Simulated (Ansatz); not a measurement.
Ideal-gas functions of Br2H2OSn (`[OH][SnH]([Br])[Br]`) at 298.15 K and 1 bar, from an Ansatz frequency run at PBE0-D4/def2-TZVP.

Molar mass 296.53 g/mol, point group Cs (symmetry number 1), electronic degeneracy 1, moments of inertia 252.423, 661.056, 842.909 u Å². Harmonic wavenumbers (cm⁻¹, unscaled): 76, 108, 137, 190, 255, 274, 539, 552, 649, 872, 2007, 3882.

Use S(trans) = R[1.5 ln M + 2.5 ln T − 1.1517]; rotational temperatures θ = 24.2544 K / I; S(rot) = R[ln(√π/σ · √(T³/θAθBθC)) + 1.5]; for each mode x = 1.438777 ν̃/T, S = R[x/(eˣ − 1) − ln(1 − e⁻ˣ)] and H = RT x/(eˣ − 1); 1 cm⁻¹ = 0.0119627 kJ/mol; R = 8.31446 J/(mol·K).

Q: By hand: the entropy, in J/(mol·K).

A: Translation 179.8. Rotation: θ = 0.0961, 0.0367, 0.0288 K, giving 126.5. Vibration, mode by mode: 16.70, 13.83, 11.90, 9.32, 7.10, 6.57, 2.37, 2.26, 1.56, 0.65, 0.01, 0.00, in all 72.3. Electronic 0.0. Sum 378.6 J/(mol·K).

Q: By hand: H − E and G − E in kJ/mol, counted from the electronic energy.

A: Zero-point energy ½ × 9541 × 0.0119627 = 57.1; thermal vibration 11.2; translation, rotation and pV give 4 RT = 9.9. H − E = 78.2 kJ/mol, and G − E = 78.2 − 298.15 × 378.6/1000 = -34.7 kJ/mol.

Vibration gives 19 % of the entropy, 42.4 J/(mol·K) of it from the modes under 150 cm⁻¹: soft modes count most, and the harmonic formula is weakest for them. The sum counts one conformer and one mirror image; others add a mixing term.
